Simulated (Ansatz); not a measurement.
Cl₂H₂Se₂Ti (`[Cl][Ti]([Cl])([SeH])[SeH]`) at its PBE0-D4/def2-TZVP geometry, where that method's forces vanish. The species carries charge 0 and has multiplicity 1.

```xyz
7

Cl   -1.6107   -1.7535   -1.0016
Ti   -0.0230   -0.3394   -0.5687
Cl    1.4847   -0.1053   -2.1114
Se    1.2412   -0.9520    1.3758
Se   -1.1900    1.7064   -0.1135
H     0.0044   -0.8932    2.1754
H     0.0933    2.3370    0.2440
```

**Question.** What forces (eV/Å) does PBE-D4/def2-TZVPP give on these atoms in Ansatz? (An estimate is asked.)

**Answer.** The calculation gave: 
```
Cl1 -0.257 -0.224 -0.065
Ti2  0.000  0.002  0.003
Cl3  0.245  0.040 -0.243
Se4  0.376 -0.095  0.116
Se5 -0.372  0.161 -0.007
H6  -0.207  0.013  0.134
H7   0.215  0.104  0.062
```
